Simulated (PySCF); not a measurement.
**CsLi⁻: from constants to spectrum**

ROHF-CCSD(T) constants of CsLi⁻, ²Σ⁺ (doublet), unpaired electrons σ ↑ (Cs def2-SVPD with ECP46, Li def2-SVPD; scalar-relativistic core potentials (PySCF 2.14); masses 132.9054 and 7.0160 u):

```
ωe             : 111.0 cm⁻¹
ωexe           : 0.973 cm⁻¹
Be             : 0.1402 cm⁻¹
αe             : 0.00178 cm⁻¹
De to Cs + Li⁻ : 0.53 eV
```

Question: What force constant and bond length do these constants imply?

Answer: Reduced mass μred = 6.6642 u; k = 5.8918×10⁻⁷·μred·ωe² (u, cm⁻¹, mdyn/Å) = 0.0484 mdyn/Å; Re = √(16.8576/(μred·Be)) (u, cm⁻¹, Å) = 4.248 Å.

Question: Estimate the centrifugal constant D from the Kratzer relation and find the Dunham coefficient a1.

Answer: D = 4Be³/ωe² = 8.95e-07 cm⁻¹; a1 = −1 − αeωe/(6Be²) = -2.68.

Correlated steps freeze no core orbitals. Correlated levels converge slowly with the basis: in double zeta they bind strong bonds too weakly, by up to about 1 eV, and carry superposition errors of some tenths. Spin–orbit coupling is left out. For an ion De counts to the pair picked by the measured ionisation energies or electron affinities, which need not be the lowest pair at this level. The CCSD T1 diagnostic is raised, a sign that a single reference may not be enough here. The state is the lowest determinant that a PBE0 search found; another state may lie lower at other levels.
